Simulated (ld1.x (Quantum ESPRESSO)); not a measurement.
**Ge TM: all-electron and pseudo phase curves**

- Element: Ge
- Generator: ld1.x (Quantum ESPRESSO) 7.5
- Type: norm-conserving Troullier–Martins (Kleinman–Bylander form)
- Functional: PBEsol
- Relativity: scalar-relativistic
- Frozen core: [Ar]
- Valence charge: 14
- Reference configuration: 3d10 4s2 4p2
- Partial waves: 4s (bound): rc 1.80 bohr; 4p (bound): rc 2.25 bohr; 3d (bound): rc 1.25 bohr
- Local potential: all-electron potential smoothed inside 2.10 bohr (lloc = -1)
- Core correction: none

The phase is arctan(r·u′/u) with u = r·R(r), unwrapped; energies in Ry, scanned from -4 to 5 Ry. A pole is an energy at which the radial function vanishes at the test radius. The pseudo phase is shifted by a multiple of π to meet the all-electron one at the reference energy, and phase errors are pseudo minus all-electron; the curves can meet again beyond the range given. Levels narrower than the energy grid can be missing from the lists of poles.

| channel | radius (bohr) | reference energy (Ry) | poles, all-electron | poles, pseudo | unbroken range about the reference energy with phases within 0.05 rad | phase error 1 Ry above the reference energy (rad) |
| --- | --- | --- | --- | --- | --- | --- |
| s | 2.44 | -0.86 | 0.38 | 0.36 | below 2.3 | -0.003 |
| p | 2.44 | -0.29 | 1.60 | 1.54 | below 3.1 | -0.004 |
| d | 2.44 | -2.15 | -2.12, 3.77 | -2.12, 4.48 | below 0.3 | +0.004 |

Phases in the s channel:

```tsv
E (Ry)	all-electron	pseudo
-4.00	1.321	1.321
-3.52	1.293	1.293
-3.04	1.254	1.253
-2.56	1.192	1.191
-2.08	1.077	1.075
-1.60	0.787	0.785
-1.12	-0.221	-0.222
-0.64	-1.167	-1.167
-0.16	-1.441	-1.442
0.32	-1.560	-1.563
0.80	-1.633	-1.639
1.28	-1.691	-1.702
1.76	-1.748	-1.768
2.24	-1.815	-1.857
2.72	-1.906	-2.014
3.20	-2.060	-2.429
3.68	-2.386	-3.635
4.16	-3.148	-4.320
4.64	-3.936	-4.539
```
